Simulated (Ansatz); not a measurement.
Species: CBrF2 (charge 0, doublet). It need not be the lowest isomer of its formula. 
Structure (B3LYP-D3(BJ)/def2-TZVP (Ansatz, a quantum-chemistry and plane-wave program) minimum search):
```xyz
4

C     -0.9787    -0.0231    -0.1195
F     -1.5361    -0.6673     0.8898
F     -1.4489     1.2092    -0.1878
Br     0.9354    -0.1354    -0.1600
```
Charge 0, spin multiplicity 2.

Wanted: vertical ionisation energy (to the singlet state of charge +1; each state is the SCF solution reached for its spin; for the singlet T1 is 0.025), in eV. Cores are frozen in the correlated levels unless marked. Open shells are spin-unrestricted. No spin-orbit coupling. Frozen are the shells of the preceding noble gas and the d and f shells that filled before the atom's block. Non-relativistic. CBS marks a two-point X^-3 extrapolation of the correlation energy; Hartree-Fock from the larger set. The bracket is a focal-point correction in the basis named.

| level | program | vertical ionisation energy (eV) |
|---|---|---|
| HF/aug-cc-pVDZ | Ansatz | 10.15 |
| HF/aug-cc-pVTZ | Ansatz | 10.08 |

Predict the RI-MP2/CBS(aug-cc-pVTZ,aug-cc-pVQZ)+[CCSD(T)-MP2]/aug-cc-pVDZ result (Ansatz).

9.79 eV
